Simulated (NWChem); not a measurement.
Total energies of HSi

```
Si
H 1 1.5402
```
Charge 0, spin multiplicity 2.

Everything below was run with NWChem. Structure: optimised with UPBE0/def2-SVP, a minimum by its harmonic frequencies.

Basis set: cc-pVQZ (89 functions).

```tsv
method	total energy (Ha)	relative cost
UHF	-289.44164	1
UMP2	-289.52775	under 3
UB2PLYP	-289.87750	under 3
UPBE	-289.84384	under 3
UB3LYP	-290.02066	under 3
UCAM-B3LYP	-290.00163	4
```

Total energies of different functionals aren't comparable as a measure of quality: only differences taken within one method are. Costs are rough ratios of processor time within this set of runs, SCF included, with UHF as 1.

The correlated methods keep 5 core orbitals frozen. B3LYP has NWChem's definition, with VWN1-RPA local correlation. GW and range-separated runs recompute their integrals, the others keep them in memory, which bears on the times. This spin state was chosen for the runs; another may lie lower. The structure started from a generated list of species. The unpaired electrons of the parent sit in orbitals of symmetry b1 (C2v labels of the run); other states weren't searched. The stability of the SCF solutions was not checked. Open-shell Hartree-Fock references start from PBE0 orbitals; any time given for them includes that run.
